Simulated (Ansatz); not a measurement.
Mulliken charges of FH₃NNbO₂ (`[NH]=[Nb]([OH])([OH])[F]`) from ωB97M-V/def2-TZVPP in Ansatz (PBE0-D4/def2-TZVP geometry).

| atom | x (Å) | y (Å) | z (Å) | charge (e) |
| --- | --- | --- | --- | --- |
| N1 | -1.152 | 0.534 | 0.708 | -0.614 |
| Nb2 | 0.194 | 0.216 | -0.352 | 1.530 |
| O3 | 1.764 | 0.059 | 0.700 | -0.512 |
| O4 | -0.126 | -1.419 | -1.257 | -0.512 |
| F5 | 0.359 | 1.633 | -1.580 | -0.416 |
| H6 | -1.940 | 0.769 | 1.291 | 0.128 |
| H7 | 1.876 | 0.154 | 1.646 | 0.198 |
| H8 | -0.882 | -2.003 | -1.211 | 0.198 |

By hand: the dipole of these point charges (1 e Å = 4.8032 D).

Σ q r = (-0.035, -0.248, 0.221) e Å, of length 0.334 e Å = 1.60 D.

How does the dipole of the full density compare? (Estimate.)

Ansatz gave: (-0.266, -0.274, 0.464) e Å, 2.89 D; the point charges give 0.55 times that, at 26° from its direction.

Point charges leave out the atoms' own dipoles, such as those of lone pairs, and Mulliken's split depends on the basis, so the two needn't agree.
